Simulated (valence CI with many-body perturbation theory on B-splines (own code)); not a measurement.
**Sensitivity of CI+MBPT for Hg41+**

Calculated by configuration interaction combined with many-body perturbation theory (CI+MBPT): three valence electrons over a frozen Dirac-Fock core [Kr], radial functions for each j: 6 s, 6 p, 5 d, 5 f, 1 g, with the one-electron correlation potential Σ1, the two-electron term Σ2, the three-electron term Σ3, Breit, model QED; selected CI, second order for the rest, scaled by the run's own slope (own B-spline code, finite nucleus).

No measured spectrum was set against this ion. As an estimate, large intervals hold to a few tenths of a per cent, small ones and those within an open d or f shell to about a per cent. Only levels of the ground parity were solved; by the run's estimate the other parity begins above the list, which can be wrong where configurations are misplaced.

The reference run has the lowest level (4d3/2^3) J=3/2 and an ionisation energy of 1989.80 eV. Its largest variational space holds 2408 state functions.

Levels are named by their leading jj configuration (3d3/2^4 stands for four electrons in 3d with j = 3/2), which in mixed levels can hold well under half, so a name can repeat and another be missing. Letters in brackets count levels of one name in rising energy.

Changed runs:
A. scale of Σ1 1 → 0
B. correlating orbitals by l 3 3 3 3 1 → 4 4 0 0 0
C. lowest core n in screening and Σ2 2 → 4
D. correlating orbitals by l 3 3 3 3 1 → 0 0 0 0 0 (bad on purpose)

Excitation energies of the reference run in cm⁻¹, and shifts in cm⁻¹:

| Level | Reference | A | B | C | D |
| --- | --- | --- | --- | --- | --- |
| (4d3/2^2 4d5/2) J=5/2 [a] | 196136 | -888 | -583 | -112 | -615 |
| (4d3/2^2 4d5/2) J=3/2 | 216826 | -875 | -87 | +147 | -110 |
| (4d3/2^2 4d5/2) J=7/2 | 232552 | -913 | -30 | +146 | -49 |
| (4d3/2^2 4d5/2) J=9/2 | 234130 | -901 | +85 | +190 | +66 |
| (4d3/2^2 4d5/2) J=1/2 | 235618 | -884 | +226 | +293 | +211 |
| (4d3/2^2 4d5/2) J=5/2 [b] | 313026 | -934 | +995 | +826 | +1010 |
| (4d3/2 4d5/2^2) J=7/2 [a] | 424497 | -1762 | -467 | -104 | -500 |
| (4d3/2 4d5/2^2) J=9/2 | 441552 | -1787 | -288 | +41 | -321 |
| (4d3/2 4d5/2^2) J=3/2 [a] | 456443 | -1771 | +30 | +95 | +19 |
| (4d3/2 4d5/2^2) J=1/2 | 466889 | -1774 | +400 | +183 | +394 |
| (4d3/2 4d5/2^2) J=5/2 [a] | 471332 | -1746 | +271 | +504 | +251 |
| (4d3/2 4d5/2^2) J=11/2 | 475601 | -1794 | +303 | +347 | +280 |
| Ionisation energy (eV) | 1989.80 | -2.92 | -0.14 | -0.06 | -0.14 |
